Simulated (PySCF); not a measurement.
## Field gradients at the hydrogen positions

Species: C3H12FPSi3.
Cartesian coordinates in Å at the GFN2-xTB level; atoms count from 1:
```
atom  x, y, z in Å
F1    -0.095   -1.042   -2.339
C2     0.309   -1.284   -1.026
C3    -0.927   -1.408   -0.132
C4    -1.980   -0.313   -0.330
Si5   -1.615    1.379    0.478
Si6    0.435    2.076   -0.376
Si7    1.612    0.069   -0.545
P8     2.249   -0.594    1.515
H9     0.802   -2.265   -1.065
H10   -0.581   -1.433    0.907
H11   -1.400   -2.373   -0.341
H12   -2.143   -0.184   -1.402
H13   -2.925   -0.689    0.070
H14   -1.590    1.180    1.935
H15   -2.764    2.250    0.194
H16    0.347    2.737   -1.684
H17    1.165    3.040    0.462
H18    2.708   -0.140   -1.513
H19    3.252   -1.447    1.098
H20    3.135    0.451    1.680
```

Level: PBE0/pcSseg-1 (PySCF, non-relativistic); Q(2H) = 0.00286 b; rigid geometry, the same for H and D, with no vibrational averaging.

Problem. Rank these positions by the coupling χzz of a deuteron there, largest first.
A. H19 (P–H hydrogen)
B. H13 (methylene hydrogen)
C. H9 (methine hydrogen)
D. H18 (Si–H hydrogen)
E. H10 (methylene hydrogen)
F. H17 (Si–H hydrogen)

Solution. B (209 kHz), E (197 kHz), C (192 kHz), A (146 kHz), F (109 kHz), D (104 kHz).

Problem. What are Vzz, η and χzz (234.96 MHz × Q × Vzz) at all hydrogens?

Solution. 
| atom | bonded to | bond length (Å) | Vzz (au) | η | χzz (kHz) |
| --- | --- | --- | --- | --- | --- |
| H9 | C2 | 1.099 | 0.2863 | 0.08 | 192 |
| H10 | C3 | 1.095 | 0.2936 | 0.02 | 197 |
| H11 | C3 | 1.095 | 0.2965 | 0.04 | 199 |
| H12 | C4 | 1.092 | 0.3061 | 0.02 | 206 |
| H13 | C4 | 1.092 | 0.3104 | 0.04 | 209 |
| H14 | Si5 | 1.471 | 0.1595 | 0.01 | 107 |
| H15 | Si5 | 1.469 | 0.1608 | 0.01 | 108 |
| H16 | Si6 | 1.468 | 0.1636 | 0.00 | 110 |
| H17 | Si6 | 1.471 | 0.1615 | 0.01 | 109 |
| H18 | Si7 | 1.477 | 0.1551 | 0.01 | 104 |
| H19 | P8 | 1.382 | 0.2172 | 0.07 | 146 |
| H20 | P8 | 1.380 | 0.2193 | 0.08 | 147 |

Problem. Average by the element that carries the hydrogen.

Solution. on C: 201 kHz over 5 positions, mean bond length 1.094 Å; on Si: 108 kHz over 5 positions, mean bond length 1.471 Å; on P: 147 kHz over 2 positions, mean bond length 1.381 Å.

Problem. Give the 2H NMR doublet splittings at H20 for a magnetic field along the z, y and x axes of the gradient: 3χ/2, 3χ(1 + η)/4, 3χ(1 − η)/4.

Solution. With |χ| = 147.4 kHz and η = 0.076: 221, 119 and 102 kHz, to first order and without motion.

Isolated species at its GFN2-xTB geometry (one conformer only). GFN2-xTB bond lengths can be off by several hundredths of an ångström, more for odd bonds, and the gradients follow them. The small basis limits the accuracy of the gradients.
